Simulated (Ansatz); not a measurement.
A nudged elastic band was laid between two geometries of CH$_{7}$BFNO (12 atoms, charge 0, multiplicity 1).

The calculation used RKS B3LYP/cc-pVDZ (Ansatz).

- movable images: 5
- climbing image: yes
- spring: 5.0 eV/Å²
- optimiser: quadratic models (default)
- start path: through a guess of the saddle point
- force threshold: 0.2 eV/Å
- iteration limit: 60
- end points: relaxed

Image 0:

```xyz
12
Properties=species:S:1:pos:R:3
B 0.162 0.249 0.295
O -1.067 -0.046 0.964
H -1.452 -0.866 0.631
F 1.309 -0.344 0.868
H 0.173 0.196 -0.934
N 0.368 1.854 0.680
H 1.323 2.121 0.425
C -0.628 2.768 0.081
H -1.622 2.408 0.375
H -0.481 3.806 0.413
H -0.541 2.709 -1.012
H 0.321 1.891 1.704
```

Image 6:

```xyz
12
Properties=species:S:1:pos:R:3
B 1.009 0.544 -0.459
O -1.515 0.756 2.378
H -2.127 0.226 1.843
F 2.133 -0.084 -0.043
H 0.385 0.089 -1.383
N 0.593 1.697 0.208
H 1.179 2.066 0.953
C -0.550 2.533 -0.144
H -1.044 2.106 -1.029
H -1.277 2.566 0.682
H -0.235 3.560 -0.392
H -0.686 0.690 1.878
```

Question: What changes between the two ends?

Answer: Bonds broken: B1–O2, N6–H12. Bonds formed: O2–H12. CH7BFNO becomes CH5BFN + H2O.

Question: What energy profile does the band end with?

Answer: The run converged. The highest image is number 3 of 0 to 6, 115.9 kJ/mol above the first end and 56.6 kJ/mol above the last; the last end lies 59.2 kJ/mol above the first. The threshold of 0.2 eV/Å is loose, so the images may lie well off the minimum-energy path. The order of the stationary point at the top wasn't checked. The orbitals stay closed-shell, which can raise the energy where a bond breaks towards radicals; this wasn't checked here.

| image | path coordinate (Å) | energy (kJ/mol) | B1–O2 (Å) | N6–H12 (Å) | O2–H12 (Å) |
| --- | --- | --- | --- | --- | --- |
| 0 | 0.00 | 0.0 | 1.43 | 1.03 | 2.50 |
| 1 | 1.07 | 2.1 | 1.43 | 1.03 | 2.27 |
| 2 | 2.14 | 7.7 | 1.43 | 1.02 | 2.17 |
| 3 | 3.21 | 115.9 | 1.63 | 1.40 | 1.16 |
| 4 | 4.49 | 66.0 | 2.74 | 2.28 | 0.97 |
| 5 | 5.76 | 62.1 | 3.35 | 2.32 | 0.97 |
| 6 | 7.03 | 59.2 | 3.80 | 2.33 | 0.97 |

Question: What is the geometry of the highest image?

Answer: 
```xyz
12
Properties=species:S:1:pos:R:3
B 0.327 0.371 0.177
O -0.502 -0.227 1.451
H -1.348 -0.605 1.165
F 1.631 -0.068 0.276
H -0.267 0.120 -0.854
N 0.120 1.826 0.718
H 0.978 2.170 1.153
C -0.497 2.860 -0.119
H -1.367 2.425 -0.633
H -0.839 3.707 0.500
H 0.197 3.242 -0.888
H -0.569 0.926 1.545
```

Time of the run: 3.4 min on 2 threads of Arm Neoverse V2 (shared host), peak memory 0.21 GiB.
